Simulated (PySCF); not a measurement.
How the method changes the constants of AlBi

State: ³Σ⁻ (triplet), unpaired electrons π ↑↑. Set-up: basis Al def2-SVP, Bi def2-SVP with ECP60; scalar-relativistic core potentials; PySCF 2.14. De refers to Al + Bi in their high-spin ground configurations, without counterpoise correction. The functionals are run spin-unrestricted. A positive dipole means Al(−)Bi(+).

```json
{"Level": "UHF", "Re (Å)": "2.862", "ωe (cm⁻¹)": "225", "De (eV)": "0.60", "μ (D)": "-1.10"}
{"Level": "UHF-MP2", "Re (Å)": "2.830", "ωe (cm⁻¹)": "243", "De (eV)": "1.28", "μ (D)": "n/a"}
{"Level": "UHF-SCS-MP2", "Re (Å)": "2.843", "ωe (cm⁻¹)": "239", "De (eV)": "1.23", "μ (D)": "n/a"}
{"Level": "UHF-CCSD", "Re (Å)": "2.847", "ωe (cm⁻¹)": "231", "De (eV)": "1.27", "μ (D)": "n/a"}
{"Level": "UHF-CCSD(T)", "Re (Å)": "2.848", "ωe (cm⁻¹)": "231", "De (eV)": "1.34", "μ (D)": "n/a"}
{"Level": "PBE", "Re (Å)": "2.854", "ωe (cm⁻¹)": "231", "De (eV)": "1.89", "μ (D)": "-0.28"}
{"Level": "PBEsol", "Re (Å)": "2.832", "ωe (cm⁻¹)": "236", "De (eV)": "2.03", "μ (D)": "-0.27"}
{"Level": "revPBE", "Re (Å)": "2.869", "ωe (cm⁻¹)": "227", "De (eV)": "1.72", "μ (D)": "-0.25"}
{"Level": "r²SCAN", "Re (Å)": "2.836", "ωe (cm⁻¹)": "235", "De (eV)": "1.70", "μ (D)": "-0.31"}
{"Level": "PBE0", "Re (Å)": "2.828", "ωe (cm⁻¹)": "239", "De (eV)": "1.73", "μ (D)": "-0.46"}
{"Level": "B97-3", "Re (Å)": "2.845", "ωe (cm⁻¹)": "233", "De (eV)": "1.83", "μ (D)": "-0.49"}
{"Level": "HSE06", "Re (Å)": "2.836", "ωe (cm⁻¹)": "237", "De (eV)": "1.78", "μ (D)": "-0.49"}
```

(1) Which functional lies closest to UHF-CCSD(T) in De, which farthest, and by how much do they differ from it?

(2) What does a quarter of exact exchange do here, going from PBE to PBE0?

(3) What does the step from GGA to meta-GGA do here, going from PBE to r²SCAN?

Correlated steps freeze 9 core orbitals. Correlated levels converge slowly with the basis: in double zeta they bind strong bonds too weakly, by up to about 1 eV, and carry superposition errors of some tenths. These are scalar-relativistic numbers at best; spin–orbit coupling would shift them, the dissociation energy most. The state is the lowest determinant that a PBE0 search found; another state may lie lower at other levels.

Answers

(1) Closest is r²SCAN (-1.2 pm in Re, +1.7 % in ωe, +0.36 eV in De against UHF-CCSD(T) in the same basis), farthest PBEsol (-1.6 pm in Re, +2.2 % in ωe, +0.69 eV in De). CCSD(T) converges more slowly with the basis than the functionals do and binds too weakly in this one, so the order can change at the basis-set limit.

(2) PBE0 less PBE: -2.6 pm in Re, +3.5 % in ωe, -0.16 eV in De. Exact exchange removes part of the self-interaction that spreads semilocal densities, and in most molecules shortens and stiffens the bond and lowers De; so it does here.

(3) r²SCAN less PBE: -1.8 pm in Re, +1.7 % in ωe, -0.19 eV in De.
